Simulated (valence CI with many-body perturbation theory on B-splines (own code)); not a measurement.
Forbidden lines of Co⁵⁺

Method: configuration interaction combined with many-body perturbation theory (CI+MBPT): four valence electrons over a frozen Dirac-Fock core [Ar], a basis of 9 s, 9 p, 10 d, 8 f, 5 g, 3 h, 1 i functions for each j, with the one-electron correlation potential Σ1, the two-electron term Σ2, the three-electron term Σ3, Breit, model QED; selected CI, second order for the rest, scaled by the run's own slope (own B-spline code, finite nucleus).

Set against measurement, 58 paired levels are off by 1734 cm⁻¹ on average, the worst by 4406. These come from a selection out of Sugar and Corliss, J. Phys. Chem. Ref. Data 10, 1097 (1981). Levels without a partner in it may be off by more, other configurations by 1,000 to 8,000 cm⁻¹. Only levels of the ground parity were solved; by the run's estimate the other parity begins above the list, which can be wrong where configurations are misplaced.

Lines 51 to 100 of 110 in falling wavelength, among levels below 316920 cm⁻¹, chosen from the decays that carry over 1 % of a level's rate. Wavelengths and rates use the calculated energies, so an error of 2000 cm⁻¹ moves a line at 349.2 nm by 7 % and its rate by three times that or more. Electric multipoles are in the length gauge, E1 and E2 with the static RPA response of the core. S is in atomic units (e²a₀⁴ for E2 and M2, e²a₀⁶ for E3), for M1 in squared Bohr magnetons. Weak lines are less certain than strong ones. Lines between different terms over intervals too small for the method are left out, as are lines whose strength nearly cancels and 10 of this kind that miss the measured wavelength by over 7 %.

Letters in brackets count levels of one name in rising energy.

| λ vac (nm) | λ from measured levels | Upper | Lower | Type | A (s⁻¹) | S (a.u.) |
| --- | --- | --- | --- | --- | --- | --- |
| 349.2 | 346.6 | 3d4 3F_3 [a] | 3d4 5D_4 | M1 | 1.41e-01 | 1.56e-03 |
| 348.0 | 351.0 | 3d4 3P_2 [b] | 3d4 3D_3 | E2 | 4.99e-01 | 1.14e+00 |
| 348.0 | 351.0 | 3d4 3P_2 [b] | 3d4 3D_3 | M1 | 2.66e-01 | 2.08e-03 |
| 348.0 | 346.9 | 3d4 3F_2 [b] | 3d4 3D_1 | M1 | 4.09e-01 | 3.19e-03 |
| 347.6 | 351.4 | 3d4 3P_1 [a] | 3d4 5D_0 | M1 | 2.67e-01 | 1.25e-03 |
| 347.2 | 344.4 | 3d4 3F_4 [a] | 3d4 5D_4 | M1 | 1.76e+00 | 2.46e-02 |
| 345.2 | 344.0 | 3d4 3F_2 [b] | 3d4 3D_2 | M1 | 6.45e-01 | 4.92e-03 |
| 344.4 | 343.5 | 3d4 1F_3 | 3d4 3F_4 [a] | M1 | 4.59e-02 | 4.87e-04 |
| 344.4 | 343.4 | 3d4 3F_4 [b] | 3d4 3D_3 | M1 | 5.24e-01 | 7.15e-03 |
| 342.5 | 341.4 | 3d4 1F_3 | 3d4 3F_3 [a] | M1 | 2.82e-02 | 2.94e-04 |
| 342.0 | 339.8 | 3d4 3F_2 [a] | 3d4 5D_3 | M1 | 8.30e-02 | 6.15e-04 |
| 341.5 | 338.9 | 3d4 3F_3 [a] | 3d4 5D_3 | M1 | 1.04e+00 | 1.07e-02 |
| 341.4 | 346.4 | 3d4 3F_4 [b] | 3d4 1G_4 [a] | M1 | 8.96e-02 | 1.19e-03 |
| 339.5 | 336.8 | 3d4 3F_4 [a] | 3d4 5D_3 | M1 | 3.72e-01 | 4.86e-03 |
| 336.9 | 340.4 | 3d4 3P_2 [a] | 3d4 5D_3 | M1 | 1.64e+00 | 1.16e-02 |
| 335.9 | 333.7 | 3d4 3F_2 [a] | 3d4 5D_2 | M1 | 4.70e-01 | 3.30e-03 |
| 335.4 | 332.8 | 3d4 3F_3 [a] | 3d4 5D_2 | M1 | 3.99e-01 | 3.90e-03 |
| 331.7 | 329.5 | 3d4 3F_2 [a] | 3d4 5D_1 | M1 | 2.57e-01 | 1.74e-03 |
| 326.9 | 330.0 | 3d4 3P_2 [a] | 3d4 5D_1 | M1 | 5.77e-02 | 3.74e-04 |
| 316.1 | 310.1 | 3d4 3G_3 | 3d4 5D_4 | M1 | 1.11e-02 | 9.05e-05 |
| 311.7 | 305.9 | 3d4 3G_4 | 3d4 5D_4 | M1 | 1.07e-01 | 1.08e-03 |
| 309.7 | 303.9 | 3d4 3G_3 | 3d4 5D_3 | M1 | 7.66e-02 | 5.91e-04 |
| 309.3 | 316.9 | 3d4 1F_3 | 3d4 3H_4 | M1 | 1.45e-02 | 1.12e-04 |
| 305.5 | 299.9 | 3d4 3G_4 | 3d4 5D_3 | M1 | 2.97e-02 | 2.83e-04 |
| 304.7 | 299.1 | 3d4 3G_3 | 3d4 5D_2 | M1 | 3.18e-02 | 2.34e-04 |
| 273.6 | 278.2 | 3d4 3F_4 [b] | 3d4 3G_5 | E2 | 1.08e+00 | 1.34e+00 |
| 273.6 | 278.2 | 3d4 3F_4 [b] | 3d4 3G_5 | M1 | 4.11e-01 | 2.81e-03 |
| 271.1 | 275.3 | 3d4 3F_4 [b] | 3d4 3G_4 | E2 | 4.66e-01 | 5.48e-01 |
| 271.1 | 275.3 | 3d4 3F_4 [b] | 3d4 3G_4 | M1 | 3.04e-01 | 2.02e-03 |
| 270.2 | 274.3 | 3d4 3F_2 [b] | 3d4 3G_4 | E2 | 3.57e-01 | 2.30e-01 |
| 267.0 | 271.0 | 3d4 3F_2 [b] | 3d4 3G_3 | E2 | 8.36e-01 | 5.07e-01 |
| 267.0 | 271.0 | 3d4 3F_2 [b] | 3d4 3G_3 | M1 | 7.15e-01 | 2.52e-03 |
| 252.3 | 252.2 | 3d4 3P_2 [b] | 3d4 3P_2 [a] | E2 | 5.74e-01 | 2.62e-01 |
| 250.8 | 254.1 | 3d4 3P_2 [b] | 3d4 3F_4 [a] | E2 | 1.84e-01 | 8.15e-02 |
| 250.4 | 250.7 | 3d4 3D_3 | 3d4 5D_4 | M1 | 8.72e-01 | 3.55e-03 |
| 250.4 | 248.2 | 3d4 3F_4 [b] | 3d4 3P_2 [a] | E2 | 2.95e-01 | 2.33e-01 |
| 248.9 | 250.1 | 3d4 3F_4 [b] | 3d4 3F_4 [a] | E2 | 8.47e-01 | 6.50e-01 |
| 248.2 | 249.3 | 3d4 3F_2 [b] | 3d4 3F_4 [a] | E2 | 2.07e-01 | 8.69e-02 |
| 247.9 | 249.0 | 3d4 3F_4 [b] | 3d4 3F_3 [a] | M1 | 2.83e-01 | 1.44e-03 |
| 247.9 | 249.0 | 3d4 3F_4 [b] | 3d4 3F_3 [a] | E2 | 1.99e-01 | 1.50e-01 |
| 247.2 | 248.2 | 3d4 3F_2 [b] | 3d4 3F_3 [a] | E2 | 1.03e+00 | 4.24e-01 |
| 246.9 | 247.7 | 3d4 3F_2 [b] | 3d4 3F_2 [a] | E2 | 1.03e+00 | 4.23e-01 |
| 246.4 | 246.6 | 3d4 3D_3 | 3d4 5D_3 | M1 | 2.10e-01 | 8.16e-04 |
| 245.3 | 245.5 | 3d4 3D_2 | 3d4 5D_3 | M1 | 2.74e-01 | 7.50e-04 |
| 243.2 | 243.4 | 3d4 3D_3 | 3d4 5D_2 | M1 | 2.30e-01 | 8.60e-04 |
| 242.1 | 242.3 | 3d4 3D_2 | 3d4 5D_2 | M1 | 3.61e-01 | 9.50e-04 |
| 240.0 | 239.8 | 3d4 3P_2 [b] | 3d4 3P_1 [a] | E2 | 7.43e-01 | 2.64e-01 |
| 240.0 | 239.8 | 3d4 3P_2 [b] | 3d4 3P_1 [a] | M1 | 6.74e-02 | 1.73e-04 |
| 239.9 | 240.1 | 3d4 3D_2 | 3d4 5D_1 | M1 | 4.65e-01 | 1.19e-03 |
| 238.6 | 238.7 | 3d4 3D_1 | 3d4 5D_1 | M1 | 4.78e-01 | 7.23e-04 |
